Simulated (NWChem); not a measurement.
System: C4H11BO2; SMILES O(B(CC)OC)C

NWChem input:

```
start job
memory heap 200 mb stack 900 mb global 1100 mb
geometry units angstroms noautosym nocenter noautoz
  B      0.392172     0.000787    -0.101926
  C     -1.102283    -0.002280    -0.640097
  C     -2.130926    -0.003819     0.497801
  H     -1.271750    -0.881574    -1.284193
  H     -1.274990     0.875945    -1.284804
  H     -2.022672     0.879350     1.147612
  H     -2.021144    -0.887714     1.146377
  H     -3.165027    -0.004499     0.118346
  O      1.088756     1.139909     0.169913
  C      0.587398     2.426195    -0.042885
  H     -0.396270     2.583651     0.432666
  H      1.292380     3.149334     0.393563
  H      0.488382     2.659461    -1.117793
  O      1.093720    -1.135389     0.169396
  C      0.597750    -2.423719    -0.043545
  H      0.499408    -2.657165    -1.118475
  H      1.305910    -3.143959     0.392541
  H     -0.385101    -2.585433     0.432269
end
basis spherical
  * library def2-svp
end
dft
  xc hfexch
  iterations 150
end
property
  efieldgrad
end
task dft property
```

Parts of the log:

```
             Northwest Computational Chemistry Package (NWChem) 7.3.0
             --------------------------------------------------------

                             Geometry "geometry" -> ""
                             -------------------------

 Output coordinates in angstroms (scale by  1.889725989 to convert to a.u.)

  No.       Tag          Charge          X              Y              Z
 ---- ---------------- ---------- -------------- -------------- --------------
    1 B                    5.0000     0.39217200     0.00078700    -0.10192600
    2 C                    6.0000    -1.10228300    -0.00228000    -0.64009700
    3 C                    6.0000    -2.13092600    -0.00381900     0.49780100
    4 H                    1.0000    -1.27175000    -0.88157400    -1.28419300
    5 H                    1.0000    -1.27499000     0.87594500    -1.28480400
    6 H                    1.0000    -2.02267200     0.87935000     1.14761200
    7 H                    1.0000    -2.02114400    -0.88771400     1.14637700
    8 H                    1.0000    -3.16502700    -0.00449900     0.11834600
    9 O                    8.0000     1.08875600     1.13990900     0.16991300
   10 C                    6.0000     0.58739800     2.42619500    -0.04288500
   11 H                    1.0000    -0.39627000     2.58365100     0.43266600
   12 H                    1.0000     1.29238000     3.14933400     0.39356300
   13 H                    1.0000     0.48838200     2.65946100    -1.11779300
   14 O                    8.0000     1.09372000    -1.13538900     0.16939600
   15 C                    6.0000     0.59775000    -2.42371900    -0.04354500
   16 H                    1.0000     0.49940800    -2.65716500    -1.11847500
   17 H                    1.0000     1.30591000    -3.14395900     0.39254100
   18 H                    1.0000    -0.38510100    -2.58543300     0.43226900

 Effective nuclear repulsion energy (a.u.)     311.4558686784

  xc_inp: hfexch multiplicative factor not found.
                              NWChem Property Module
                              ----------------------

  itol2e modified to match energy
  convergence criterion.

                                 NWChem DFT Module
                                 -----------------

 Summary of "ao basis" -> "ao basis" (spherical)
 ------------------------------------------------------------------------------
       Tag                 Description            Shells   Functions and Types
 ---------------- ------------------------------  ------  ---------------------
 B                          def2-svp                 6       14   3s2p1d
 C                          def2-svp                 6       14   3s2p1d
 H                          def2-svp                 3        5   2s1p
 O                          def2-svp                 6       14   3s2p1d

  itol2e modified to match energy
  convergence criterion.

            General Information
            -------------------
          SCF calculation type: DFT
          Wavefunction type:  closed shell.
          No. of atoms     :    18
          No. of electrons :    56
           Alpha electrons :    28
            Beta electrons :    28
          Charge           :     0
          Spin multiplicity:     1
          Use of symmetry is: off; symmetry adaption is: off
          Maximum number of iterations: 150
          AO basis - number of functions:   153
                     number of shells:    75
          Convergence on energy requested:  1.00D-07
          Convergence on density requested:  1.00D-05
          Convergence on gradient requested:  5.00D-04

              XC Information
              --------------
                     Hartree-Fock (Exact) Exchange  1.000

      Superposition of Atomic Density Guess
      -------------------------------------

 Sum of atomic energies:        -329.87761361

      Non-variational initial energy
      ------------------------------

 Total energy =    -334.132059
 1-e energy   =   -1063.639987
 2-e energy   =     418.052059
 HOMO         =      -0.355921
 LUMO         =       0.052762

   convergence    iter        energy       DeltaE   RMS-Dens  Diis-err
 ---------------- ----- ----------------- --------- --------- ---------
 d= 0,ls=0.0,diis     1   -332.0280181882 -6.43D+02  4.32D-03  7.47D-01
 d= 0,ls=0.0,diis     2   -332.1126542980 -8.46D-02  1.56D-03  1.57D-01
 d= 0,ls=0.0,diis     3   -332.1277813189 -1.51D-02  5.10D-04  1.24D-02
 d= 0,ls=0.0,diis     4   -332.1293815401 -1.60D-03  9.39D-05  2.15D-04
 d= 0,ls=0.0,diis     5   -332.1294178308 -3.63D-05  2.99D-05  1.62D-05
  Resetting Diis
 d= 0,ls=0.0,diis     6   -332.1294211568 -3.33D-06  8.16D-06  8.10D-07
 d= 0,ls=0.0,diis     7   -332.1294213645 -2.08D-07  1.80D-06  4.20D-08
 d= 0,ls=0.0,diis     8   -332.1294213758 -1.13D-08  7.55D-07  6.22D-09

         Total DFT energy =     -332.129421375778
      One electron energy =    -1070.073318162709
           Coulomb energy =      471.589508513937
    Exchange-Corr. energy =      -45.101480405412
 Nuclear repulsion energy =      311.455868678405

 Numeric. integr. density =        0.000000000000

                       DFT Final Molecular Orbital Analysis
                       ------------------------------------

 Vector   26  Occ=2.000000D+00  E=-4.799812D-01
              MO Center= -7.0D-02,  7.5D-05,  1.9D-02, r^2= 5.3D+00
   Bfn.  Coefficient  Atom+Function         Bfn.  Coefficient  Atom+Function
  ----- ------------  ---------------      ----- ------------  ---------------
    71      0.245714   9 O  px              114     -0.245629  14 O  px
    19      0.194229   2 C  py               74      0.185830   9 O  px
   117     -0.185690  14 O  px               33     -0.179830   3 C  py
    43     -0.170495   4 H  s                48      0.170443   5 H  s
    53     -0.151010   6 H  s                58      0.151240   7 H  s

 Vector   27  Occ=2.000000D+00  E=-4.332384D-01
              MO Center=  8.1D-01,  1.8D-03,  4.1D-03, r^2= 4.1D+00
   Bfn.  Coefficient  Atom+Function         Bfn.  Coefficient  Atom+Function
  ----- ------------  ---------------      ----- ------------  ---------------
    73      0.356250   9 O  pz              116     -0.356001  14 O  pz
    76      0.297597   9 O  pz              119     -0.297406  14 O  pz
   106      0.174920  13 H  s               139     -0.174793  16 H  s
    87     -0.150361  10 C  pz              130      0.150264  15 C  pz
    96     -0.145909  11 H  s               149      0.146114  18 H  s

[...]

          -----------------------
          Electric field gradient
          -----------------------

 1 a.u. = 0.324123 10**(16) esu/cm**3  ( or statvolts/cm**2 ) = 0.97174 10**(22) v/m**2

 ------------------------------------------------------------
   Atom      X         Y         Z
 ------------------------------------------------------------
    1 B    0.74110   0.00149  -0.19261
 ------------------------------------------------------------

 Electric field gradient in molecular frame (a.u.)
         XX             YY             ZZ             XY             XZ             YZ
 ------------------------------------------------------------------------------------------
        0.168733       0.133872      -0.302604       0.000029       0.201373       0.000526

 Principal components (a.u.) and orientation
 of principal axis w.r.t. absolute frame                      Asymmetry parameter eta
 --------------------------------------------------------------------------------------
       -0.376921       0.243050       0.133872                       0.289657

       -0.346224       0.938150      -0.002124
       -0.000946       0.001915       0.999998
        0.938152       0.346225       0.000225

 ------------------------------------------------------------
   Atom      X         Y         Z
 ------------------------------------------------------------
    2 C   -2.08301  -0.00431  -1.20961
 ------------------------------------------------------------

 Electric field gradient in molecular frame (a.u.)
         XX             YY             ZZ             XY             XZ             YZ
 ------------------------------------------------------------------------------------------
        0.142555      -0.075232      -0.067323       0.000414       0.085542       0.000173

 Principal components (a.u.) and orientation
 of principal axis w.r.t. absolute frame                      Asymmetry parameter eta
 --------------------------------------------------------------------------------------
        0.173004      -0.097771      -0.075233                       0.130277

        0.942099      -0.335330      -0.002063
        0.001807      -0.001076       0.999998
        0.335331       0.942100       0.000407

 ------------------------------------------------------------
   Atom      X         Y         Z
 ------------------------------------------------------------
    3 C   -4.02687  -0.00722   0.94071
 ------------------------------------------------------------

 Electric field gradient in molecular frame (a.u.)
         XX             YY             ZZ             XY             XZ             YZ
 ------------------------------------------------------------------------------------------
       -0.005904       0.003397       0.002507      -0.000029       0.013383       0.000016

 Principal components (a.u.) and orientation
 of principal axis w.r.t. absolute frame                      Asymmetry parameter eta
 --------------------------------------------------------------------------------------
       -0.015727       0.012330       0.003397                       0.567977

        0.806165       0.591690      -0.001068
        0.001685      -0.000491       0.999998
       -0.591689       0.806165       0.001393

 ------------------------------------------------------------
   Atom      X         Y         Z
 ------------------------------------------------------------
    4 H   -2.40326  -1.66593  -2.42677
 ------------------------------------------------------------

 Electric field gradient in molecular frame (a.u.)
         XX             YY             ZZ             XY             XZ             YZ
 ------------------------------------------------------------------------------------------
        0.142695      -0.140011      -0.002684      -0.056439      -0.037459      -0.211115

 Principal components (a.u.) and orientation
 of principal axis w.r.t. absolute frame                      Asymmetry parameter eta
 --------------------------------------------------------------------------------------
       -0.303611       0.154859       0.148753                       0.020111

        0.149933       0.820583      -0.551511
        0.800511      -0.428133      -0.419386
        0.580261       0.378611       0.721076

 ------------------------------------------------------------
   Atom      X         Y         Z
 ------------------------------------------------------------
    5 H   -2.40938   1.65530  -2.42793
 ------------------------------------------------------------

 Electric field gradient in molecular frame (a.u.)
         XX             YY             ZZ             XY             XZ             YZ
 ------------------------------------------------------------------------------------------
        0.142269      -0.139298      -0.002972       0.057451      -0.038277       0.211063

 Principal components (a.u.) and orientation
 of principal axis w.r.t. absolute frame                      Asymmetry parameter eta
 --------------------------------------------------------------------------------------
       -0.303602       0.154852       0.148750                       0.020098

       -0.152885       0.818953      -0.553120
        0.799555       0.431450       0.417807
       -0.580808       0.378374       0.720760

 ------------------------------------------------------------
   Atom      X         Y         Z
 ------------------------------------------------------------
    6 H   -3.82230   1.66173   2.16867
 ------------------------------------------------------------

 Electric field gradient in molecular frame (a.u.)
         XX             YY             ZZ             XY             XZ             YZ
 ------------------------------------------------------------------------------------------
        0.145660      -0.142006      -0.003654      -0.039442      -0.023612      -0.216167

 Principal components (a.u.) and orientation
 of principal axis w.r.t. absolute frame                      Asymmetry parameter eta
 --------------------------------------------------------------------------------------
       -0.304452       0.156805       0.147648                       0.030078

        0.101192       0.537142       0.837400
        0.804106      -0.539791       0.249075
        0.585810       0.648155      -0.486541

 ------------------------------------------------------------
   Atom      X         Y         Z
 ------------------------------------------------------------
    7 H   -3.81941  -1.67754   2.16634
 ------------------------------------------------------------

 Electric field gradient in molecular frame (a.u.)
         XX             YY             ZZ             XY             XZ             YZ
 ------------------------------------------------------------------------------------------
        0.145524      -0.142462      -0.003061       0.039973      -0.023938       0.215930

 Principal components (a.u.) and orientation
 of principal axis w.r.t. absolute frame                      Asymmetry parameter eta
 --------------------------------------------------------------------------------------
       -0.304448       0.156796       0.147652                       0.030035

       -0.102595       0.536319       0.837756
        0.804734       0.539800      -0.247021
       -0.584703       0.648828      -0.486975

 ------------------------------------------------------------
   Atom      X         Y         Z
 ------------------------------------------------------------
    8 H   -5.98103  -0.00850   0.22364
 ------------------------------------------------------------

 Electric field gradient in molecular frame (a.u.)
         XX             YY             ZZ             XY             XZ             YZ
 ------------------------------------------------------------------------------------------
       -0.250167       0.155630       0.094537      -0.000265      -0.148611      -0.000093

 Principal components (a.u.) and orientation
 of principal axis w.r.t. absolute frame                      Asymmetry parameter eta
 --------------------------------------------------------------------------------------
       -0.305391       0.155630       0.149760                       0.019222

        0.937374      -0.000871      -0.348323
        0.000610       0.999999      -0.000860
        0.348323       0.000594       0.937374

 ------------------------------------------------------------
   Atom      X         Y         Z
 ------------------------------------------------------------
    9 O    2.05745   2.15412   0.32109
 ------------------------------------------------------------

 Electric field gradient in molecular frame (a.u.)
         XX             YY             ZZ             XY             XZ             YZ
 ------------------------------------------------------------------------------------------
        0.705047      -1.549605       0.844557       0.276781      -0.077750       0.133311

 Principal components (a.u.) and orientation
 of principal axis w.r.t. absolute frame                      Asymmetry parameter eta
 --------------------------------------------------------------------------------------
       -1.591332       0.879298       0.712034                       0.105109

       -0.121400      -0.401479       0.907787
        0.990902       0.004517       0.134513
       -0.058105       0.915857       0.397278

[...]
```

Level: Hartree-Fock/def2-SVP. Geometry: optimised at PBE0/def2-SVP. Not confirmed as a minimum by frequencies. NWChem prints the field gradient with the sign opposite to the second derivative of the potential.
